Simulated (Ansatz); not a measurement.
Molecule: C$_{4}$H$_{2}$BrSe (charge -1, singlet). It need not be the lowest isomer of its formula. Whether it binds its extra electron was not tested at this geometry. 
Geometry from a B3LYP-D3(BJ)/def2-TZVP (Ansatz, a first-principles code) optimisation:
```xyz
8

Br     2.0980    -1.0928    -0.3480
C      0.3139    -0.2205    -0.0741
C      0.2372     1.0394     0.4098
Se    -1.6502     1.3204     0.4517
C     -2.0062    -0.4148    -0.2311
C     -0.8146    -1.0351    -0.4285
H     -2.9913    -0.8160    -0.4208
H     -0.7146    -2.0425    -0.8141
```
Charge -1, spin multiplicity 1.

Basis-set convergence of Hartree-Fock and CCSD correlation energies (hartree) with Ansatz. Correlated levels leave the core frozen unless marked. No spin-orbit coupling. The frozen core is the preceding noble-gas configuration, with the filled d and f shells of earlier blocks. No relativistic terms. This anion needs diffuse functions, which these sets lack.

The Hartree-Fock reference is unstable (checked in the largest basis), which strains HF and MP2. 

| basis | functions | E(HF) | E(corr, CCSD) |
|---|---|---|---|
| cc-pVDZ | 120 | -5124.77703 | -0.78919 |
| cc-pVTZ | 234 | -5124.97299 | -0.97762 |
| cc-pVQZ | 416 | ? | ? |

Question: Some entries are withheld; supply them.

Answer: 
- cc-pVQZ, E(HF): -5124.99077
- cc-pVQZ, E(corr, CCSD): -1.04064
